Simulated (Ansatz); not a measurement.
Consider the ligand exchange at the Al–N bond: `[AlH2][NH][SiH2][GeH3]` + `O[SiH3]` → `[AlH2][O][SiH3]` + `N[SiH2][GeH3]`.

Program: Ansatz. Geometries: PBE0-D4/def2-TZVP. ΔE: electronic, gas phase. CCSD(T)/CBS is the MP2 limit (def2-TZVPP, def2-QZVPP) plus CCSD(T) − MP2 in def2-TZVPP, frozen cores. DFT in def2-TZVPP. For Ge outer-core shells are correlated without core-valence functions, which leaves a few kJ/mol of doubt a bond. Scalar relativity is left out up to krypton. One conformer a species, not always the lowest.

CCSD(T)/CBS gives -12.7 kcal/mol.

Problem. Another level gave -12.7 kcal/mol. Which?
A. B2PLYP/def2-TZVPP
B. revPBE-D4/def2-TZVPP
C. BLYP-D4/def2-TZVPP
D. BHLYP/def2-TZVPP

Solution. C. BLYP-D4 -12.7, revPBE-D4 -10.9, B2PLYP -13.8, BHLYP -15.3 kcal/mol.

Largest T1 diagnostic among the species: 0.012.

From PBE to PBE0 (25 % exact exchange), in def2-TZVPP and without D4, ΔE moves by −0.9 kcal/mol. In def2-TZVPP, CCSD(T) changes the Hartree–Fock value by +4.0 kcal/mol (the triples alone add +0.8 kcal/mol) and MP2 by +3.9 kcal/mol. Leaving LDA and LC-ωPBE aside and taking each functional with its dispersion term where it has one, the values, not all of them listed here, spread over 3.6 kcal/mol, from BHLYP-D4 to revPBE-D4.
